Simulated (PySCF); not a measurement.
Ga(F)2(SeH) (F2GaHSe), SMILES [F][Ga]([F])[SeH]. The structure is a stationary point at ωB97X-D3(BJ)/def2-SVP. The structure was generated by enumeration; whether it is a known compound was not checked. The values are those of a single conformer.

The numbers are results of ωB97X-D3(BJ)/def2-SVP (PySCF), not measurements.

Harmonic wavenumbers (cm⁻¹): 114, 171, 188, 240, 324, 662, 711, 752, 2499. Rotational constants (GHz): 5.986, 1.519, 1.212; symmetry number 1.

Work out the zero-point energy and the ideal-gas rigid-rotor harmonic-oscillator thermochemistry at 298.15 K and 1 atm.

ZPE = ½ Σ hcν = ½ × 5660 cm⁻¹ = 33.86 kJ/mol. H − E(el) = 51.96 kJ/mol. Entropy in J/(mol K): translation 174.03, rotation 116.19, vibration 49.66, total 339.88. G − E(el) = -49.37 kJ/mol. Cp = 81.49 J/(mol K). Modes under 150 cm⁻¹ make the vibrational entropy uncertain.
